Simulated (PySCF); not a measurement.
# Correlation energy of Xe³⁺ (xenon, charge +3)

[Kr] 4d10 5s2 5p3, high-spin 4S determinant. All numbers are calculated (PySCF 2.14, a scalar-relativistic core potential, in aug-cc-pVTZ-PP with ECP28MDF (6s5p4d2f, 55 functions)). Frozen: 4s2 4p6 4d10; 5 electrons correlated.

```csv
level,correlation energy (mhartree)
CCSD,-81.45
(T),-1.94
CCSD(T),-83.39
```

Diagnostics: T1 = 0.0015, D1 = 0.0031, largest double amplitude 0.048.

Cost of the coupled-cluster step: of the order of 2.8 core-seconds, for 5 correlated electrons.
